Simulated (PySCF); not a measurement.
Working out the ionisation energy of N⁺

N⁺ [He] 2s2 2p2 (3P) → N²⁺ [He] 2s2 2p1 (2P). Computed with PySCF 2.14 in Sapporo-DZP-2012 (4s3p1d, 18 functions), with the spin-free X2C one-electron Hamiltonian (Gaussian nucleus). Frozen: 1s2. Energies in hartree (1 hartree = 27.21139 eV):

```
            part  N⁺ (lower)  N²⁺ (upper)
             UHF  -53.905488   -52.833470
CCSD correlation   -0.081758    -0.077588
             (T)   -0.000866    -0.000603
```

Q: What does Hartree-Fock give?

A: (-52.833470) − (-53.905488) = 1.072018 hartree = 29.171 eV.

Q: What do CCSD and CCSD(T) give?

A: The CCSD correlation energies differ by 0.004170 hartree = 0.113 eV and the triples by 0.000263 hartree = 0.007 eV, so CCSD gives 29.284 eV and CCSD(T) 29.291 eV.

Reference: 29.601 eV (semi-empirical (NIST evaluation); NIST Atomic Spectra Database, ionization energies), between the lowest levels; spin-orbit coupling is absent from the calculation.

A double-zeta basis recovers only part of the correlation energy.

What remains against the reference includes basis incompleteness, the frozen core and higher excitations.
